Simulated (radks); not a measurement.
Values are calculated unless marked as measured or tabulated.
Yb III, 68 electrons, occupied as [Xe] 4f11 5d1 6s2 (not the ground configuration).

Code: a radial shooting solver on a logarithmic mesh with Libxc functionals. Model: scalar-relativistic Kohn-Sham, SCAN, spin-unpolarised, spherical densities, finite nucleus; meta-GGA in the generalised Kohn-Sham scheme; Fermi nuclear charge, rms radius 5.3108 fm.

Energy parts (hartree):
total: -14058.0775
kinetic: 15318.1011
electron-nucleus: -34495.6959
Hartree: 5411.4212
exchange-correlation: -291.9038

Orbitals (lengths in bohr, moments of r in powers of bohr; r(max) is where P^2 peaks):
| orbital | occ. | eigenvalue (hartree) | r(max) |
|---|---|---|---|
| 1s | 2 | -2254.757 | 0.01237 |
| 2s | 2 | -384.3395 | 0.07052 |
| 2p | 6 | -338.7885 | 0.05757 |
| 3s | 2 | -88.43921 | 0.1991 |
| 3p | 6 | -74.61614 | 0.1964 |
| 3d | 10 | -57.77030 | 0.1605 |
| 4s | 2 | -18.96417 | 0.4548 |
| 4p | 6 | -14.38453 | 0.4754 |
| 4d | 10 | -8.33843 | 0.4892 |
| 4f | 11 | -1.69472 | 0.4729 |
| 5s | 2 | -3.28374 | 1.037 |
| 5p | 6 | -2.14287 | 1.173 |
| 5d | 1 | -0.82274 | 1.557 |
| 6s | 2 | -0.75223 | 2.564 |

The highest occupied level is 6s at -20.469 eV. The density falls to 0.001 e/bohr^3 at r = 4.30 bohr.
